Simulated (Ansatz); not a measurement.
A nudged elastic band was laid between two geometries of BCl2H3Si + ClH (9 atoms, charge 0, multiplicity 1).

All numbers below come from RKS PBE0-D4/def2-SVP in Ansatz.

- movable images: 5
- climbing image: yes
- spring: 5.0 eV/Å²
- optimiser: quadratic models (default)
- start path: through a guess of the saddle point
- force threshold: 0.05 eV/Å
- iteration limit: 60
- end points: relaxed

First end point:

```xyz
9
Properties=species:S:1:pos:R:3
B -0.727 -0.348 0.807
Si 0.291 1.233 0.065
Cl -2.471 -0.410 0.747
Cl 0.112 -1.662 1.633
H 0.840 -2.144 -0.955
Cl 0.337 -1.634 -2.027
H -0.344 1.745 -1.185
H 0.238 2.321 1.097
H 1.725 0.898 -0.181
```

Last end point:

```xyz
9
Properties=species:S:1:pos:R:3
B -1.099 -1.780 0.438
Si 0.877 1.425 -0.348
Cl -2.301 -0.536 0.203
Cl -0.255 -1.895 1.958
H 0.930 0.033 -0.888
Cl -0.745 -2.901 -0.846
H -0.150 2.207 -1.098
H 0.525 1.384 1.101
H 2.218 2.063 -0.520
```

(1) Which bonds break or form, and what moves?

(2) What energy profile does the band end with?

(3) What is the geometry of the highest image?

Answers

(1) Bonds broken: B1–Si2, H5–Cl6. Bonds formed: B1–Cl6, Si2–H5. BCl2H3Si + ClH becomes BCl3 + H4Si.

(2) The forces met the threshold. The highest image is number 3 of 0 to 6, 83.8 kJ/mol above the first end and 174.9 kJ/mol above the last; the last end lies 91.1 kJ/mol below the first. Neighbouring images differ by up to 1.5 eV, so the band resolves the path poorly. A vibrational analysis at the climbing image gives one clearly imaginary mode, 719i cm⁻¹: a first-order saddle point. The orbitals stay closed-shell, which can raise the energy where a bond breaks towards radicals; this wasn't checked here.

| image | path coordinate (Å) | energy (kJ/mol) | B1–Si2 (Å) | H5–Cl6 (Å) | B1–Cl6 (Å) |
| --- | --- | --- | --- | --- | --- |
| 0 | 0.00 | 0.0 | 2.02 | 1.29 | 3.29 |
| 1 | 1.01 | 3.0 | 2.02 | 1.29 | 3.18 |
| 2 | 2.03 | 20.5 | 2.03 | 1.29 | 3.06 |
| 3 | 3.04 | 83.8 | 2.14 | 1.51 | 2.23 |
| 4 | 4.10 | -56.4 | 2.85 | 2.34 | 1.78 |
| 5 | 5.16 | -88.3 | 3.60 | 2.93 | 1.74 |
| 6 | 6.22 | -91.1 | 3.85 | 3.38 | 1.74 |

(3) 
```xyz
9
Properties=species:S:1:pos:R:3
B -0.500 -0.788 0.383
Si 0.439 1.079 -0.056
Cl -2.256 -0.566 0.400
Cl 0.323 -1.545 1.754
H 0.211 -0.660 -0.879
Cl -0.043 -2.050 -1.398
H -0.136 1.772 -1.245
H 0.038 1.768 1.204
H 1.923 0.990 -0.163
```

The run took 7 min on 2 threads of Arm Neoverse V2, on a shared host, peak memory 0.26 GiB.
